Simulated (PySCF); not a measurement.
C4H4F2O.
Geometry (PBE0-D3(BJ)/def2-SVP, Å), atoms numbered from 1 in this order:
```
atom  x, y, z in Å
F1     1.1321   -0.2906    1.7264
C2     0.1359   -0.4786    0.8110
C3     0.6134   -0.8844   -0.5465
C4     0.0555   -0.0565   -1.4306
O5    -0.7332    0.9133   -0.8899
C6    -0.5844    0.8621    0.5024
F7     0.1821    1.8987    0.9060
H8    -0.5710   -1.2132    1.2386
H9     1.2567   -1.7348   -0.7607
H10    0.1137   -0.0411   -2.5191
H11   -1.5786    0.9693    0.9615
```

The calculation used PBE0-D3(BJ)/def2-SVP geometry optimisation, gas phase in PySCF.

Take the most abundant isotopes and a rigid rotor. The values belong to one conformer with, in the numbering `[F:1][C@@H:2]1[CH:3]=[CH:4][O:5][C@@H:6]1[F:7]`, F1–C2–C3–C4 -128°, C3–C4–O5–C6 8°, C4–O5–C6–F7 105°, F1–C2–C6–O5 135°.

(1) What are A, B and C (GHz)?

(2) Classify the top.

(3) Is it planar, by Δ = Ic − Ia − Ib?

(4) Predict some low-J microwave lines.

(5) Estimate the classical rotational partition function at 50 K, 100 K and 200 K.

Results:

(1) Ia = 128.26, Ib = 157.92, Ic = 251.59 u·Å²; 505379 MHz·u·Å²/I gives 3940, 3200 and 2009 MHz, that is A = 3.9403, B = 3.2002, C = 2.0087 GHz.

(2) An asymmetric top: κ = (2 × 3200 − 3940 − 2009)/(3940 − 2009) = 0.23.

(3) Not planar: Δ = Ic − Ia − Ib = -34.59 u·Å². For a rigid frame Δ = −2 Σ m c², so Σ m c² = 17.30 u·Å² lies off the ab plane: 5.32 from hydrogen and 11.98 from heavier atoms. The atom farthest from that plane is 1.53 Å away.

(4) The dipole components are |μa| = 1.43 D, |μb| = 1.58 D, |μc| = 1.57 D. The squared components, which scale the intensities, stand as 0.82 : 1.00 : 0.98 (a : b : c). Some lines, for components of 0.1 D or more:

```
type  branch         J(Ka,Kc)    MHz  lower level (cm⁻¹)
   a       Q  4(3,1) ← 4(3,2)   1673               2.180
   c       Q  2(2,1) ← 2(1,1)   2220               0.625
   b       Q  3(2,1) ← 3(1,2)   3776               1.184
   a       R  1(0,1) ← 0(0,0)   5209               0.000
   b       Q  5(3,2) ← 5(2,3)   5662               3.029
   a       Q  4(2,2) ← 4(2,3)   5762               1.896
   b       Q  4(2,2) ← 4(1,3)   6137               1.883
   c       Q  4(4,1) ← 4(3,1)   7026               2.236
   c       R  1(1,0) ← 0(0,0)   7140               0.000
   b       Q  5(4,2) ← 5(3,3)   9520               3.072
   c       Q  5(5,1) ← 5(4,1)   9818               3.418
   a       Q  4(1,3) ← 4(1,4)  10242               1.542
   b       R  3(1,3) ← 2(0,2)  13728               0.498
   b       R  3(1,2) ← 2(2,1)  14511               0.699
   b       R  4(1,4) ← 3(0,3)  17625               0.954
   b       R  4(2,2) ← 3(3,1)  18957               1.456
   b       R  4(1,3) ← 3(2,2)  19863               1.221
   a       R  4(2,3) ← 3(2,2)  20238               1.221
   b       R  4(2,3) ← 3(1,2)  21354               1.184
   b       R  5(1,5) ← 4(0,4)  21613               1.541
   a       R  4(3,1) ← 3(3,0)  23075               1.466
   b       R  5(2,3) ← 4(3,2)  25457               2.180
   a       R  5(4,2) ← 4(4,1)  27560               2.470
   c       R  4(2,3) ← 3(1,3)  28184               0.956
   c       R  5(3,2) ← 4(2,2)  33882               2.088
   b       R  5(4,2) ← 4(3,1)  34586               2.236
   b       R  5(3,2) ← 4(2,3)  39644               1.896
```

(5) Point group C1, symmetry number σ = 1; q = (√π/σ)·√((kT/h)³/(ABC)), k/h = 20836.6 MHz/K: 11800 at 50 K, 33500 at 100 K, 94700 at 200 K.

Stationary, but not proved a minimum. Constants of a rigid frame at the computed geometry: no zero-point averaging, no centrifugal distortion.
